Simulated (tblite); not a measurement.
C₃H₅NOSi.
Structure used (GFN2-xTB), in Å, numbered top down from 1:
```xyz
11
C3H5NOSi angstrom
N      0.9512    2.4897   -0.7618
C      0.6793    1.5190   -0.2203
C      0.3339    0.3007    0.4360
Si    -1.4130   -0.2883   -0.1985
C      1.2868   -0.8039    0.1479
O      1.4980   -1.7260    0.8865
H      0.2494    0.4602    1.5140
H     -2.3260    0.8108    0.1024
H     -1.3052   -0.5245   -1.6356
H     -1.7196   -1.5023    0.5484
H      1.7706   -0.7328   -0.8449
```

Method: GFN2-xTB as coded in tblite; computed harmonic values from a numerical Hessian at the method's own geometry, unscaled. This tight-binding method is rough: wavenumbers can miss measured ones by several per cent, in bad cases by 10 to 20. Modes of hydrogen on silicon can be 10 to 20 % off. One conformer, not necessarily the lowest.

Harmonic wavenumbers (cm⁻¹): 83.6, 110.1, 129.7, 182.4, 223.2, 444.7, 454.1, 529.7, 535.7, 546.0, 677.4, 751.0, 758.4, 776.6, 909.7, 1015.5, 1037.5, 1095.1, 1226.2, 1383.3, 1761.9, 2312.3, 2316.0, 2337.0, 2395.0, 2773.9, 2952.2.

A = 3291, B = 2473, C = 1505 MHz; mass 99.014 u (most abundant isotopes); point group C1, symmetry number 1.

**Question.** What is the zero-point energy?

**Answer.** Half the sum of the wavenumbers: 14859 cm⁻¹ = 42.48 kcal/mol.

**Question.** Give the ideal-gas entropy at 350 K and 1 bar in the rigid-rotor, harmonic-oscillator model (classical rotation).

**Answer.** Translation 40.51, rotation 28.14, vibration 22.58: S = 91.2 cal/(mol K).

**Question.** And Cp and H(350 K) − H(0)?

**Answer.** Cp = 31.38 cal/(mol K), of which vibrations give 23.43 (their classical limit is 27 R = 53.7); H(350 K) − H(0) = 7.04 kcal/mol without the zero-point energy, 4.25 from vibrations.

**Question.** What must be added to the electronic energy to get the Gibbs energy at 350 K and 1 bar?

**Answer.** ZPE + [H(350 K) − H(0)] − T·S = 42.48 + 7.04 − 31.93 = 17.59 kcal/mol.

**Question.** Blend soft modes into free rotors: weight 1/[1 + (100 cm⁻¹/ν̃)⁴] for the oscillator and the rest for a rotor with moment μB/(μ + B), μ = h/(8π²ν), B = 10⁻⁴⁴ kg m². What vibrational entropy results?

**Answer.** 21.55 cal/(mol K) in place of 22.58, which changes −T·S at 350 K by +0.36 kcal/mol.

**Question.** Which modes carry the vibrational entropy at 350 K?

**Answer.** 83.6 cm⁻¹: 4.12; 110.1 cm⁻¹: 3.58; 129.7 cm⁻¹: 3.26; 182.4 cm⁻¹: 2.61; 223.2 cm⁻¹: 2.23; 444.7 cm⁻¹: 1.04 cal/(mol K); the other 21 give 5.74 together.

Hindered rotation and anharmonicity are outside this model. Other conformers, if any are populated, would add a mixing term that is left out. The structure is chiral; the term R ln 2 for an equal mix with its mirror image is left out.
